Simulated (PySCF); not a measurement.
AlEt2(NH2), C4H12AlN.
Structure used (PBE0-D3(BJ)/def2-SVP), in Å, numbered top down from 1:
```xyz
18
C4H12AlN angstrom
Al    -0.0224   -0.0275    0.0095
C      1.8415   -0.0574    0.6420
C      2.3967   -1.4252    1.0391
H      1.9224    0.6485    1.4905
H      2.4703    0.3963   -0.1475
H      3.4494   -1.3785    1.3655
H      1.8248   -1.8731    1.8685
H      2.3534   -2.1435    0.2037
C     -0.9499    1.6075   -0.5742
C     -2.3927    1.4303   -1.0479
H     -0.3421    2.0831   -1.3672
H     -0.9100    2.3305    0.2629
H     -2.8555    2.3799   -1.3661
H     -2.4605    0.7398   -1.9047
H     -3.0346    1.0128   -0.2546
N     -0.9183   -1.5655   -0.0379
H     -1.8777   -1.6733   -0.3482
H     -0.5512   -2.4677    0.2445
```

Level of theory: PySCF 2.14.0, delta-SCF UKS SCAN, pcX-2 on the ionised atom, pcseg-1 elsewhere, spin-free X2C. Vertical ΔSCF values, vacuum level as zero.

Some binding energies are withheld.

| atom(s) | bonded to | level | binding energy (eV) |
| --- | --- | --- | --- |
| C2/C9 | C, 2 H and Al | C 1s | 289.40 |
| C3/C10 | C and 3 H | C 1s | ? |
| N16 | 2 H and Al | N 1s | 403.83 |
| Al1 | N and 2 C | Al 1s | ? |

Problem. What is the Al 1s binding energy of Al1?

Solution. 1565.62 eV (aluminium bonded to 2 C and N).

Problem. Fill in C 1s for C3/C10.

Solution. 290.38 eV (carbon bonded to C and 3 H). The other listed C 1s value is that of C2/C9; the shift against it is +0.98 eV.

The listed C 1s values span 0.98 eV, from C2/C9 (bonded to C, 2 H and Al) to C3/C10 (bonded to C and 3 H).

Problem. Express the binding energy of Al 1s of Al1 in atomic units and per mole.

Solution. 1565.62 eV = 57.5355 Eh = 151059 kJ/mol.

The first atom of each set that the bonding makes equivalent was ionised and stands for the set. One conformer (not necessarily the lowest) at the PBE0-D3(BJ)/def2-SVP geometry, without solvent, vibrations or thermal averaging.
